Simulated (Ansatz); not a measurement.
`[GaH2][Br]` + `B1CO1` → `[GaH2][CH]1BO1` + HBr  (formal exchange of groups at a Ga–Br bond)

Computed with Ansatz on PBE0-D4/def2-TZVP structures; ΔE is electronic, products minus reactants. CBS: MP2 limit from def2 TZ/QZ plus the TZ coupled-cluster correction, frozen cores. DFT in def2-TZVPP. B3LYP here is the variant with VWN-RPA as its local correlation; programs differ in this. For Br, Ga outer-core shells are correlated without core-valence functions, which leaves a few kJ/mol of doubt a bond. Scalar relativity is left out up to krypton.

```tsv
level	ΔE (kcal/mol)	difference from CCSD(T)/CBS
PBE-D4	33.5	-0.7
BLYP-D4	33.3	-0.9
B3LYP-D4	35.1	0.9
r2SCANh-D4	35.8	1.6
BHLYP-D4	37.7	3.5
CAM-B3LYP-D4	35.2	1.0
PBE-QIDH	36.3	2.1
PBE	34.0	-0.2
revPBE	34.4	0.2
PBE0	35.9	1.7
r2SCAN0	36.8	2.6
RPA@PBE/def2-TZVPP	32.7	-1.5
CCSD(T)/def2-SVP	35.1	0.9
SCS-MP2/def2-QZVPP	35.1	0.9
HF/CBS(def2)	41.6	7.4
MP2/CBS(def2)	34.7	0.5
CCSD(T)/CBS	34.2	0
```

Largest T1 diagnostic among the species: 0.016.

From PBE to PBE0 (25 % exact exchange), in def2-TZVPP and without D4, ΔE moves by +1.9 kcal/mol. The D4 term adds −0.9 kcal/mol with B3LYP and −0.5 kcal/mol with PBE0; it sums over pairs of atoms, weighted by their polarisabilities, and B3LYP, whose exchange is more repulsive, gets the larger term.
